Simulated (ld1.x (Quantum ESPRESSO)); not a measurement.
# What one change does to a pseudopotential (manganese (Mn), PAW)

manganese, PAW, made with ld1.x (Quantum ESPRESSO) 7.5 (PBE, scalar-relativistic). Core [Ar], reference 3d5 4s1.75 4p0 (charge +0.25). Waves: 4s (bound): rcut 2.00, rcutus 2.50 bohr; 4s channel at 1.75 Ry: rcut 2.00, rcutus 2.50 bohr; 4p (bound, empty): rcut 2.65, rcutus 3.05 bohr; 4p channel at 2.5 Ry: rcut 2.65, rcutus 3.05 bohr; 3d (bound): rcut 2.10, rcutus 2.20 bohr; 3d channel at -0.3 Ry: rcut 2.10, rcutus 2.20 bohr. Local part: all-electron potential smoothed inside 1.75 bohr (lloc = -1). Core correction: Bessel-smoothed model core inside 2.25 bohr. Augmentation charge: BESSEL, radius 1.50 bohr.

Change: waves 4p (bound): rcut 1.92, rcutus 2.04 bohr; 4p channel at 2.5 Ry: rcut 1.92, rcutus 2.04 bohr.

Cutoffs: the cutoffs (Ry, on a coarse ladder) from which the occupation-weighted sum of valence levels, in a spherical-Bessel basis at the reference potential, stays within 10 and 1 mRy of its value at 400 Ry; they do not see the model core or the augmentation charge, which bear on the density cutoff. Errors are all-electron minus pseudo energies relative to the spin-unpolarised reference configuration.

Task: Predict the effect on cutoff, ghosts and configuration errors.

Result: The potential gets neither clearly harder nor softer (21 Ry and 35 Ry → 21 Ry and 35 Ry); a bound ghost appears in p, which as a rule spoils a file; of the 7 tests that both files solve, the error grows in 1 and shrinks in 0 by more than 15 % and 0.3 meV (median size 4.0 → 5.3 meV).

```tsv
quantity	base	changed
cutoff, loose	21 Ry	21 Ry
cutoff, tight	35 Ry	35 Ry
bound ghosts	none	p
error for 3d5 4s2 4p0, meV [ΔE -1.48 eV]	+0.1	+0.1
error for 3d5 4s1 4p0, meV [ΔE 6.94 eV]	-1.6	-1.6
error for 3d5 4s0 4p0, meV [ΔE 22.54 eV]	-8.5	-8.5
error for 3d4 4s2 4p0, meV [ΔE 11.71 eV]	-205	-205
error for 3d5 4s1.5 4p0, meV [ΔE 1.88 eV]	-0.3	-0.3
error for 3d5 4s0 4p1, meV [ΔE 11.68 eV]	-4.0	-5.3
error for 3d5.5 4s1.5 4p0, meV [ΔE -1.96 eV]	-26	-26
lowest overlap eigenvalue by channel	s 0.44, p 0.66, d 1.00	s 0.44, p 0.70, d 1.00
```

 A true bound ghost makes a file unfit for plane-wave use even where its test errors are small: the radial tests pick states by their node count and pass the ghost by.
